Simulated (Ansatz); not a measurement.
## A geometry optimisation of ClFH2OSi2 with BLYP-D3(BJ)/def2-SVP

The starting geometry of this gas-phase singlet was optimised with GFN2-xTB; its bonds are those of `F[Si]O[SiH2]Cl`.

```yaml
atoms:
  - { symbol: Cl, position_ang: [3.0856, 0.9754, -0.8352] }
  - { symbol: F, position_ang: [-2.0946, 0.3975, -0.3181] }
  - { symbol: O, position_ang: [0.1966, 0.9495, -1.0107] }
  - { symbol: Si, position_ang: [-1.3170, 1.1749, -1.5258] }
  - { symbol: Si, position_ang: [1.3482, 0.4085, -0.0090] }
  - { symbol: H, position_ang: [1.1650, 1.0733, 1.2719] }
  - { symbol: H, position_ang: [1.2621, -1.0433, 0.0215] }
```

Predict what becomes of its bonds when it is optimised with BLYP-D3(BJ)/def2-SVP.

It keeps its bonds, and is `F[Si]O[SiH2]Cl`.

The energy falls by 0.27 eV over 12 steps:

| step | E − E(last) (eV) |
| --- | --- |
| 1 | 0.266 |
| 2 | 0.051 |
| 3 | 0.009 |
| 5 | 0.006 |
| 6 | 0.005 |
| 7 | 0.003 |
| 8 | 0.001 |
| 10 | 0.000 |
| 11 | 0.000 |
| 12 | 0.000 |

Final geometry (Å):

```yaml
atoms:
  - { symbol: Cl, position_ang: [3.2418, 0.9253, -0.7291] }
  - { symbol: F, position_ang: [-2.0583, 0.3420, -0.2046] }
  - { symbol: O, position_ang: [0.2178, 1.0423, -1.1719] }
  - { symbol: Si, position_ang: [-1.4255, 1.1558, -1.5105] }
  - { symbol: Si, position_ang: [1.3317, 0.4375, -0.0614] }
  - { symbol: H, position_ang: [1.1179, 1.0810, 1.2670] }
  - { symbol: H, position_ang: [1.2206, -1.0483, 0.0051] }
```

Frequencies at the end are all real (lowest 21 cm⁻¹). Run with Ansatz 0.2.0, 14 s on 1 thread of Intel(R) Xeon(R) 6975P-C (Granite Rapids), with other jobs on the host.
